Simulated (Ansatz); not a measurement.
Basis-set extrapolation for C2H3AlO2 (PBE0-D4/def2-TZVP geometry, frozen core, Ansatz). Multiplicity 1, RHF reference.

|  | def2-TZVPP | def2-QZVPP |
| --- | --- | --- |
| HF | -469.178649 | -469.196416 |
| MP2 correlation | -0.813519 | -0.876458 |
| CCSD(T) correlation | -0.879827 | not run |

Energies in hartree. Use E(X) = E(∞) + A·exp(−7.88·√X) for Hartree–Fock and E(X) = E(∞) + B·X^(−2.97) for correlation, with X = 3 and 4, and add CCSD(T) minus MP2 of the smaller set to the MP2 limit.

**Question.** What is the CCSD(T) energy at the basis-set limit?

**Answer.** HF limit: -469.196416 + (-0.017767) × 0.13774 = -469.19886. MP2 limit: -0.876458 + (-0.062939) × 0.74074 = -0.92308. Higher-order term: -0.879827 − (-0.813519) = -0.06631. Total: -470.18825 hartree, 340.7 kJ/mol below CCSD(T)/def2-TZVPP.
